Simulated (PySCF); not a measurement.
Computed with B3LYP-D3(BJ)/def2-TZVP // PBE0-D4/def2-TZVP (PySCF). All species are isolated molecules in the gas phase. B3LYP has the VWN-RPA correlation part, as in Gaussian. Delta-SCF ions had no search for a lower state. Excitations are Tamm–Dancoff values on a coarser integration grid. The basis has no diffuse functions, so Rydberg states are missing or too high.

Reference species (SMILES): `Cl[SiH3]` (neutral, multiplicity 1).

```json
{
 "HOMO–LUMO gap": "8.48 eV",
 "HOMO": "-8.77 eV",
 "T1 excitation (TDA)": "6.90 eV",
 "vertical ionisation energy (Delta-SCF)": "11.43 eV"
}
```

Changed species: `[C-]#[N+][SiH2]Cl` (X = isocyano; the reference has X = H).

Give the shifts of the HOMO–LUMO gap, HOMO, T1 excitation (TDA) and vertical ionisation energy (Delta-SCF).

the HOMO–LUMO gap falls by 0.71 eV, to 7.77 eV; the HOMO drops by 0.19 eV, to -8.96 eV; the T1 excitation (TDA) falls by 1.72 eV, to 5.18 eV; the vertical ionisation energy (Delta-SCF) rises by 0.03 eV, to 11.46 eV.
